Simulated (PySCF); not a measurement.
Structure problem from calculated spectra and properties.

Formula: C5H8BN.

- NMR, other nuclei: isotropic shieldings of nuclei other than C and H, by class: 110 (1 B), -43 (1 N) ppm [GIAO B3LYP/pcSseg-2]
- UV, first state: lowest singlet excitation: 4.98 eV (249 nm, f = 0.152) [TDDFT wB97X-D/def2-SVPD]
- Rotational structure: rotational constants A, B, C: 5.697, 2.548, 1.787 GHz [PBE0-D3(BJ)/def2-SVP]
- Triplet: lowest triplet excitation (Tamm–Dancoff): 3.96 eV [TDA wB97X-D/def2-SVPD]
- 13C NMR: chemical shifts (computed TMS as zero) by class: 158.6 (2 C), 146.6 (1 C), 133.3 (2 C) ppm [GIAO B3LYP/pcSseg-2]
- Couplings: largest of the computed one-bond spin–spin couplings (means over like bonds): 13C–1H +196.3 (×2), 13C–1H +175.8 (×2), 13C–1H +172.9, 11B–1H +110.8 (×3), 13C–13C +63.3 (×2), 13C–13C +59.5 (×2), 15N–13C -10.8 (×2), 15N–11B -6.5 Hz [B3LYP/pcJ-1, spin–dipole term left out for some pairs]
- Valence photoelectron: vertical ionisation energy: 9.52 eV [ΔSCF wB97X-D/def2-SVPD]

The electronic properties come from PySCF, for the isolated species, density fitting. Levels stand in brackets. Geometry: PBE0-D3(BJ)/def2-SVP; no solvent, vibrations or thermal averaging. Each NMR value is the plain mean over a class of atoms that symmetry, rotation or inversion makes alike.

Question: Propose a structure and show how it fits.

Answer: Numbering: `[BH3-:1][n+:2]1[cH:3][cH:4][cH:5][cH:6][cH:7]1`. 5 carbons fall into 3 classes; from least to most shielded: aromatic CH next to a ring nitrogen [C3/C7] (158.6 ppm, 2 C), aromatic CH carbon [C5] (146.6 ppm), aromatic CH carbon [C4/C6] (133.3 ppm, 2 C). The other shieldings belong to: 110 ppm, four-coordinate boron [B1]; -43 ppm, nitrogen bonded to B and 2 C [N2]. The couplings run between: +196.3 Hz, aromatic CH next to a ring nitrogen [C3] and its hydrogen (with 1 like pair); +175.8 Hz, aromatic CH carbon [C4] and its hydrogen (with 1 like pair); +172.9 Hz, aromatic CH carbon [C5] and its hydrogen; +110.8 Hz, four-coordinate boron [B1] and its hydrogen (with 2 like pairs); +63.3 Hz, aromatic CH next to a ring nitrogen [C3] and aromatic CH carbon [C4] (with 1 like pair); +59.5 Hz, aromatic CH carbon [C4] and aromatic CH carbon [C5] (with 1 like pair); -10.8 Hz, nitrogen bonded to B and 2 C [N2] and aromatic CH next to a ring nitrogen [C3] (with 1 like pair); -6.5 Hz, nitrogen bonded to B and 2 C [N2] and four-coordinate boron [B1]. S1 is mainly HOMO→LUMO (weight 0.96); the largest Löwdin shares of the orbital it empties are 0.36 on the four-coordinate boron, 0.26 on a B–H hydrogen, 0.09 on a B–H hydrogen and 0.09 on the nitrogen bonded to B and 2 C, of the orbital it fills 0.24 on an aromatic CH carbon, 0.21 on the nitrogen bonded to B and 2 C and 0.12 on each of 2 atoms of one kind (aromatic CH next to a ring nitrogen). By its constants the optimised geometry is an asymmetric top. Structure: `[BH3-][n+]1ccccc1`. The assignments are read from this structure; whether some other isomer fits the data as well wasn't checked.
